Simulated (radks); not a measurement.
Question: Species: Rb I. Configuration: [Kr] 5s1. Method: Dirac Kohn-Sham, LDA (Slater exchange, Perdew-Wang correlation), spin-unpolarised, spherical densities, finite nucleus; Fermi nuclear charge, rms radius 4.2036 fm; computed with a radial shooting solver on a logarithmic mesh with Libxc functionals.

Spin-orbit splittings of the eigenvalues, e(l+1/2) - e(l-1/2), with zeta = 2 splitting/(2l+1) and mean radii in bohr:

| shell | occ. | splitting (eV) | zeta (eV) | <r> j=l-1/2 | <r> j=l+1/2 |
|---|---|---|---|---|---|
| 2p | 6 | 60.67 | 40.45 | 0.1524 | 0.1565 |
| 3p | 6 | 9.136 | 6.091 | 0.5123 | 0.5229 |
| 3d | 10 | 1.552 | 0.6208 | 0.5235 | 0.5273 |
| 4p | 6 | 0.8977 | 0.5985 | 1.701 | 1.742 |
| 4d | 0 | ? | ? | 8.875 | 9.028 |
| 5p | 0 | 0.03417 | 0.02278 | 7.284 | 7.414 |

Estimate the 4d splitting.

Answer: 0.005269 eV (zeta = 0.002107 eV).
